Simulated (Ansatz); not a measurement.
Calculated with Ansatz (gas phase, PBE0-D4/def2-TZVP geometries, no zero-point term in ΔE). CCSD(T)/CBS adds triple-zeta CCSD(T) − MP2 to the extrapolated MP2 energy (def2 sets, frozen cores). This one scheme is used for every species. For Mg outer-core shells are correlated without core-valence functions, which leaves a few kJ/mol of doubt a bond. One conformer a species, not always the lowest.

Reaction (ligand exchange at a Mg–N bond): `[SiH3][N]([SiH3])[Mg][Cl]` + HCl → `[Cl][Mg][Cl]` + `[SiH3]N[SiH3]`

`[SiH3][N]([SiH3])[Mg][Cl]`:

Cartesian coordinates in Å:
```
Si 0.243 0.996 -1.307
N 0.107 -0.023 0.062
Si -1.326 -0.747 0.655
Mg 1.711 -0.392 1.029
Cl 3.539 -0.810 2.127
H -0.546 2.255 -1.191
H 1.689 1.375 -1.424
H -0.154 0.333 -2.581
H -2.360 0.239 1.078
H -0.938 -1.544 1.865
H -1.965 -1.681 -0.314
```

HCl:

Z-matrix (Å, degrees):
```
Cl
H 1 1.279
```

`[Cl][Mg][Cl]`:

Cartesian coordinates in Å:
```
Cl -0.559 2.057 -0.400
Mg -0.001 0.000 -0.001
Cl 0.560 -2.057 0.401
```

`[SiH3]N[SiH3]`:

```xyz
10

Si   -1.228    0.301   -0.915
N     0.201    0.600    0.004
Si    1.154   -0.510    0.920
H    -1.679   -1.077   -0.599
H    -0.997    0.410   -2.383
H    -2.298    1.275   -0.566
H     0.561    1.544   -0.046
H     0.397   -1.783    0.998
H     1.408    0.012    2.290
H     2.481   -0.773    0.297
```

```tsv
species	CCSD(T)/CBS(def2) energy (Eh)
`[SiH3][N]([SiH3])[Mg][Cl]`	-1296.29138
HCl	-460.38127
`[Cl][Mg][Cl]`	-1119.60463
`[SiH3]N[SiH3]`	-637.10515
```

Work out ΔE.

ΔE = (-1119.60463) + (-637.10515) − (-1296.29138) − (-460.38127) = -0.03713 Eh = -1.01 eV.

Largest T1 diagnostic among the species: 0.010.

From BLYP to BHLYP (50 % exact exchange), in def2-TZVPP and without D4, ΔE moves by −0.09 eV. In def2-TZVPP, CCSD(T) changes the Hartree–Fock value by +0.35 eV (the triples alone add +0.05 eV) and MP2 by +0.34 eV.
